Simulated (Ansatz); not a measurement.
```xyz
2

C     0.0000    0.0000   -0.1485
H     0.0000    0.0000    0.8913
```

Basis set: cc-pVDZ (spherical functions). Correlated methods keep 1 orbital frozen. Charge 0, multiplicity 2.

Computed with Ansatz (development build ahead of 0.2.0); each method stands on the lowest determinant of its kind that the runs found.

The atomization energy at this shape (free ground-state atoms in the same class of orbitals less the molecule, no zero-point energy) of doublet CH:

```tsv
method	atomization energy
UHF	226.8 kJ/mol
```

Task: What does UHF-MP2 give?

Result: 277.0 kJ/mol. Caution: the unrestricted determinant is spin contaminated.
